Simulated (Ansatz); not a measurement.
H₃ClF₂OSi₂ (SMILES F[Si](F)(Cl)O[SiH3]), singlet, geometry from GFN2-xTB; MP2/6-31G* (Ansatz, an electronic-structure program).

Input for Ansatz:
Ansatz 0.2 input:
```yaml
crystal:
  periodic: [false, false, false]
  atoms:
    - {symbol: F, position_ang: [1.13253972, -1.20589015, -0.98359905]}
    - {symbol: Si, position_ang: [0.63054256, -0.15984751, 0.10632373]}
    - {symbol: F, position_ang: [1.26847006, -0.71363055, 1.45233040]}
    - {symbol: Cl, position_ang: [1.24746179, 1.65981101, -0.30798281]}
    - {symbol: O, position_ang: [-0.94129278, -0.26972993, 0.25697924]}
    - {symbol: Si, position_ang: [-2.53007394, -0.38137360, -0.13394416]}
    - {symbol: H, position_ang: [-2.81369615, 0.76256157, -0.99755489]}
    - {symbol: H, position_ang: [-3.18391973, -0.31132167, 1.16721599]}
    - {symbol: H, position_ang: [-2.69454085, -1.65740553, -0.82168340]}
basis:
  gaussian:
    orbitals: 6-31G*
magnetization: {spin_polarized: false}
correlation: {method: mp2}
```

What the program printed (banner, timings and long lists left out):

```
Functional definition: HF
966 factors; integrals over basis functions are off by at most 9.6e-4 eV
mean field evaluation 1: about -35727.1124 eV, gradient 4.5e1 eV
mean field evaluation 2: about -35727.1893 eV, gradient 4.5e1 eV
mean field evaluation 4: about -35730.8427 eV, gradient 2.6e0 eV
mean field evaluation 8: about -35730.8700 eV, gradient 2.0e-1 eV
mean field -35730.87016536 eV, -1313.0852593233 hartree, gradient 7.2e-7 eV, S^2 0.000000; 0 other end points of the search recorded, 0 dependent functions left out
18 core orbitals not correlated
reference -35730.87016536 eV, -1313.0852593233 hartree; 19, 19 occupied and 71, 71 virtual orbitals, 966 factors
second order -21.83017393 eV of doubles, -0.00000000 eV of singles
Total energy: -35752.70033929 eV, -1313.8875034183 hartree
```
